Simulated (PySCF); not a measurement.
## Calculated data, AlF2HO, AlFH2O2

Computed with PySCF 2.14.0. Calculation on a computer-drawn molecule: optimised geometry and harmonic frequencies of an isolated molecule of the commonest isotopes, restricted reference for singlets and unrestricted otherwise, frozen core in MP2.

Common to all runs: charge 0; multiplicity 1; basis cc-pV(D+d)Z.

(1) AlF2HO

Start structure:
```xyz
5
AlF2HO
O     -0.1006     0.8459     2.4914
Al    -0.1636     2.5079     2.5552
F      0.9753     3.4630     1.9083
F     -1.4348     3.1672     3.3091
H      0.3647     0.0801     2.1616
```

| Item | Value |
| --- | --- |
| method | HF |
| rotational constants | 6.731, 6.588, 3.329 GHz |
| total energy | -516.4667 hartree |
| convergence status largest gradient component | 5.694e-06 hartree/bohr |

Drawn bonds:
| atom | other atom | order |
| --- | --- | --- |
| 1 | 2 | 1 |
| 2 | 3 | 1 |
| 2 | 4 | 1 |
| 1 | 5 | 1 |

Optimised structure:
```xyz
5
AlF2HO
O     -0.1728     0.7935     2.5130
Al    -0.1995     2.4556     2.5717
F      0.9844     3.3703     1.8994
F     -1.4348     3.2267     3.3180
H      0.4637     0.2180     2.1235
```

Modes:
| frequency (cm⁻¹) | reduced mass (dalton) |
| --- | --- |
| 245.2 | 5.203 |
| 260.8 | 17.19 |
| 308.2 | 7.971 |
| 380.4 | 1.208 |
| 584.7 | 1.381 |
| 714.7 | 8.626 |
| 957.2 | 22.11 |
| 1010 | 9.229 |
| 4230 | 1.068 |

(2) AlF2HO

Start structure:
```xyz
5
AlF2HO
O     -0.1728     0.7935     2.5130
Al    -0.1995     2.4556     2.5717
F      0.9844     3.3703     1.8994
F     -1.4348     3.2267     3.3180
H      0.4637     0.2180     2.1235
```

| Quantity | Value |
| --- | --- |
| method | MP2 |
| rotational constants | 6.498, 6.446, 3.236 GHz |
| total energy | -517.0913 hartree |
| convergence status largest gradient component | 1.723e-05 hartree/bohr |

Drawn bonds:
| atom | other atom | order |
| --- | --- | --- |
| 1 | 2 | 1 |
| 2 | 3 | 1 |
| 2 | 4 | 1 |
| 1 | 5 | 1 |

Optimised structure:
```xyz
5
AlF2HO
O     -0.2108     0.7556     2.5342
Al    -0.2053     2.4488     2.5749
F      1.0099     3.3505     1.8839
F     -1.4528     3.2410     3.3291
H      0.5001     0.2682     2.1036
```

Modes:
| frequency (cm⁻¹) | reduced mass (dalton) |
| --- | --- |
| 231.8 | 5.915 |
| 247.3 | 17.45 |
| 296.3 | 15.66 |
| 365.1 | 1.12 |
| 635 | 1.907 |
| 687.8 | 3.087 |
| 924.1 | 21.86 |
| 961.2 | 8.013 |
| 3937 | 1.067 |

(3) AlFH2O2

Start structure:
```xyz
6
AlFH2O2
O     -2.1408    -1.8504    -1.0187
Al    -0.7168    -1.4661    -0.2144
O      0.2982    -2.6253     0.2928
F     -0.2923     0.1411     0.0431
H     -2.9235    -1.4407    -1.3632
H      0.4591    -3.5452     0.3470
```

| Item | Value |
| --- | --- |
| method | HF |
| rotational constants | 6.726, 6.564, 3.322 GHz |
| total energy | -492.4574 hartree |
| convergence status largest gradient component | 4.272e-05 hartree/bohr |

Drawn bonds:
| atom | other atom | order |
| --- | --- | --- |
| 1 | 2 | 1 |
| 2 | 3 | 1 |
| 2 | 4 | 1 |
| 1 | 5 | 1 |
| 3 | 6 | 1 |

Optimised structure:
```xyz
6
AlFH2O2
O     -2.1318    -1.9308    -0.9826
Al    -0.7146    -1.4715    -0.2191
O      0.3909    -2.5950     0.3360
F     -0.3793     0.1240     0.0019
H     -2.8132    -1.3795    -1.3288
H      0.3319    -3.5338     0.2792
```

Modes:
| frequency (cm⁻¹) | reduced mass (dalton) |
| --- | --- |
| 243 | 3.926 |
| 257.3 | 7.582 |
| 307.9 | 4.302 |
| 380.5 | 1.263 |
| 388.6 | 1.188 |
| 612.7 | 1.357 |
| 617.8 | 1.397 |
| 725.3 | 5.199 |
| 961 | 11.83 |
| 1006 | 7.7 |
| 4227 | 1.068 |
| 4229 | 1.068 |

(4) AlFH2O2

Start structure:
```xyz
6
AlFH2O2
O     -2.1318    -1.9308    -0.9826
Al    -0.7146    -1.4715    -0.2191
O      0.3909    -2.5950     0.3360
F     -0.3793     0.1240     0.0019
H     -2.8132    -1.3795    -1.3288
H      0.3319    -3.5338     0.2792
```

| Property | Result |
| --- | --- |
| method | MP2 |
| rotational constants | 6.507, 6.431, 3.234 GHz |
| total energy | -493.0832 hartree |
| convergence status largest gradient component | 1.177e-05 hartree/bohr |

Drawn bonds:
| atom | other atom | order |
| --- | --- | --- |
| 1 | 2 | 1 |
| 2 | 3 | 1 |
| 2 | 4 | 1 |
| 1 | 5 | 1 |
| 3 | 6 | 1 |

Optimised structure:
```xyz
6
AlFH2O2
O     -2.1379    -1.9891    -0.9875
Al    -0.7112    -1.4721    -0.2174
O      0.4329    -2.5884     0.3585
F     -0.3930     0.1508    -0.0046
H     -2.7852    -1.3546    -1.3132
H      0.2781    -3.5332     0.2507
```

Modes:
| frequency (cm⁻¹) | reduced mass (dalton) |
| --- | --- |
| 230.9 | 4.405 |
| 243.4 | 8.228 |
| 295.1 | 8.465 |
| 342.6 | 1.158 |
| 367 | 1.123 |
| 634.8 | 2.109 |
| 657.8 | 1.368 |
| 699.7 | 2.235 |
| 925.5 | 10.79 |
| 959.3 | 6.486 |
| 3937 | 1.067 |
| 3939 | 1.067 |
